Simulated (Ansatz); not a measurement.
`OB(F)Br` + H₂O → `OB(O)Br` + H–F at 400 K and 1 bar (formal hydrolysis of a B–F bond).

Isolated molecules relaxed with PBE0-D4/def2-TZVP in Ansatz; ΔE leaves out vibrations. CBS: MP2 limit from def2 TZ/QZ plus the TZ coupled-cluster correction, frozen cores. This one scheme is used for every species. For Br outer-core shells are correlated without core-valence functions, which leaves a few kJ/mol of doubt a bond. Scalar relativity is left out up to krypton. One conformer a species, not always the lowest.

```json
{"species": "`OB(F)Br`", "CCSD(T)/CBS energy (Eh)": "-2773.83630", "H − E (kJ/mol)": "80.2", "S (J/(mol·K))": "315.8"}
{"species": "H₂O", "CCSD(T)/CBS energy (Eh)": "-76.37941", "H − E (kJ/mol)": "69.8", "S (J/(mol·K))": "198.6"}
{"species": "`OB(O)Br`", "CCSD(T)/CBS energy (Eh)": "-2749.81643", "H − E (kJ/mol)": "113.8", "S (J/(mol·K))": "321.6"}
{"species": "H–F", "CCSD(T)/CBS energy (Eh)": "-100.39570", "H − E (kJ/mol)": "36.5", "S (J/(mol·K))": "182.2"}
```

H − E and S are ideal-gas, rigid-rotor, harmonic terms from PBE0-D4/def2-TZVP, for one conformer and one mirror image of each species. 1 Eh = 2625.50 kJ/mol, R = 8.31446 J/(mol·K).

Q: By hand: ΔE, ΔH, ΔS and ΔG.

A: ΔE = (-2749.81643) + (-100.39570) − (-2773.83630) − (-76.37941) = 0.00358 Eh = 9.4 kJ/mol. Δ(H − E) = 113.8 + 36.5 − 80.2 − 69.8 = 0.3, so ΔH = 9.7 kJ/mol. ΔS = 321.6 + 182.2 − 315.8 − 198.6 = -10.6 J/(mol·K). ΔG = 9.7 − 400 × (-10.6)/1000 = 13.9 kJ/mol.

Q: By hand: the equilibrium constant, and the temperature at which ΔG would vanish if ΔH and ΔS stayed fixed.

A: log₁₀ K = −ΔG/(RT ln 10) = -1.8. ΔH and −TΔS have one sign here, so there is no such temperature.

TΔS isn't small against ΔH here. A doubt of 5 kJ/mol in ΔE shifts log₁₀ K by 0.7 here. Other conformers and mirror images would add mixing entropy, several J/(mol·K) or more a flexible species. These are equilibria of isolated gas molecules and say nothing of rates. Largest T1 diagnostic: 0.010 (customary marks: 0.02 for closed shells, 0.045 for open ones).

ΔS is within the doubt of such terms, so its sign, and with it that verdict, could turn.
